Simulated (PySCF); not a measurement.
C$_{4}$H$_{3}$S, doublet, geometry from GFN2-xTB, with bond 8-5 at 2.0 times its length. Base run: CAMB3LYP/def2-SV(P) (PySCF).

Geometry (Å):
```xyz
8

S     -0.0043     0.0134     1.1481
C      0.0193     1.2902    -0.0675
C     -0.0173    -1.1948    -0.0859
C      0.0157     0.7309    -1.2684
C     -0.0047    -0.6685    -1.3399
H      0.0331     2.3106     0.2493
H     -0.0336    -2.2286     0.1996
H     -0.0146    -1.8169    -3.1539
```
Charge 0, spin multiplicity 2.
Orbitals are unrestricted.
All else is at PySCF's defaults.
Base energy -551.81819 Eh.

Each row names what was changed in the base input (with any setting that the change needs).

```json
[
 {"change": "base", "ΔE vs base (mEh)": "0.000", "SCF cycles": "20", "<S^2>": "0.779", "outcome": "converged"},
 {"change": "diis = off (with mf.max_cycle = 100)", "ΔE vs base (mEh)": "-", "SCF cycles": "100", "<S^2>": "-", "outcome": "not converged"},
 {"change": "damp = 0.5; diis_start_cycle = 5", "ΔE vs base (mEh)": "0.000", "SCF cycles": "21", "<S^2>": "0.779", "outcome": "converged"},
 {"change": "conv_tol = 1e-4", "ΔE vs base (mEh)": "-0.032", "SCF cycles": "10", "<S^2>": "0.764", "outcome": "converged"},
 {"change": "init_guess = 1e", "ΔE vs base (mEh)": "-9.618", "SCF cycles": "24", "<S^2>": "1.140", "outcome": "another SCF solution"},
 {"change": "init_guess = vsap", "ΔE vs base (mEh)": "0.000", "SCF cycles": "23", "<S^2>": "0.779", "outcome": "converged"},
 {"change": "conv_tol = 1e-7", "ΔE vs base (mEh)": "0.000", "SCF cycles": "17", "<S^2>": "0.779", "outcome": "converged"},
 {"change": "diis = off; damp = 0.6 (with mf.diis_start_cycle = 200; with mf.max_cycle = 150)", "ΔE vs base (mEh)": "-9.618", "SCF cycles": "87", "<S^2>": "1.140", "outcome": "another SCF solution"},
 {"change": "conv_tol = 1e-6", "ΔE vs base (mEh)": "0.000", "SCF cycles": "16", "<S^2>": "0.779", "outcome": "converged"},
 {"change": "DIIS = EDIIS", "ΔE vs base (mEh)": "-", "SCF cycles": "50", "<S^2>": "-", "outcome": "not converged"},
 {"change": "diis_space = 2", "ΔE vs base (mEh)": "-9.618", "SCF cycles": "43", "<S^2>": "1.140", "outcome": "another SCF solution"},
 {"change": "level_shift = 0.1 (with mf.max_cycle = 100)", "ΔE vs base (mEh)": "0.000", "SCF cycles": "21", "<S^2>": "0.779", "outcome": "converged"},
 {"change": "conv_tol = 1e-12", "ΔE vs base (mEh)": "0.000", "SCF cycles": "41", "<S^2>": "0.779", "outcome": "converged"}
]
```

A guess, shift, damping, solver or small numerical setting can't move a converged solution much, so rows marked as another SCF solution ended in a different state.

Open shells are given as the SCF converged; they aren't shown to be the lowest states, and a large step between rows can be another state.
